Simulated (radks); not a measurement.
Values are calculated unless marked as measured or tabulated.
Isoelectronic series with 13 electrons, all held in the configuration [Ne] 3s2 3p1, which need not be the ground one along the series. Code: a radial shooting solver on a logarithmic mesh with Libxc functionals. Model: Dirac Kohn-Sham, PBE, spin-unpolarised, spherical densities, finite nucleus; open shells fill j = l - 1/2 first; Fermi nuclear charge, rms radius of each element as measured or else 0.836 A^(1/3) + 0.57 fm. Total energies (hartree) and orbital eigenvalues (eV) (* marks an orbital that is empty in some or all of the ions):

| ion | E (hartree) | 3p3/2* | 3p1/2 | 3s1/2 |
|---|---|---|---|---|
| Al | -242.68517 | -2.7019 | -2.7182 | -7.7466 |
| P2+ | -340.84324 | -24.2383 | -24.3174 | -33.9444 |
| Cl4+ | -456.66658 | -59.4395 | -59.6467 | -73.7571 |
| K6+ | -590.17091 | -107.3767 | -107.8069 | -126.3573 |
| Sc8+ | -741.41633 | -167.7617 | -168.5450 | -191.5235 |
| V10+ | -910.48525 | -240.4734 | -241.7809 | -269.1928 |
| Mn12+ | -1097.47613 | -325.4566 | -327.5068 | -359.3681 |
| Co14+ | -1302.50182 | -422.6879 | -425.7525 | -462.0876 |
| Cu16+ | -1525.68850 | -532.1619 | -536.5725 | -577.4124 |
| Ga18+ | -1767.17571 | -653.8843 | -660.0392 | -705.4207 |
| As20+ | -2027.11681 | -787.8688 | -796.2397 | -846.2051 |
| Br22+ | -2305.67924 | -934.1351 | -945.2747 | -999.8717 |
| Rb24+ | -2603.04486 | -1092.708 | -1107.258 | -1166.539 |
| Nb28+ | -3254.98754 | -1446.889 | -1470.582 | -1539.410 |
| Tc30+ | -3610.00593 | -1642.567 | -1672.212 | -1745.914 |
| Rh32+ | -3984.71243 | -1850.686 | -1887.368 | -1966.017 |
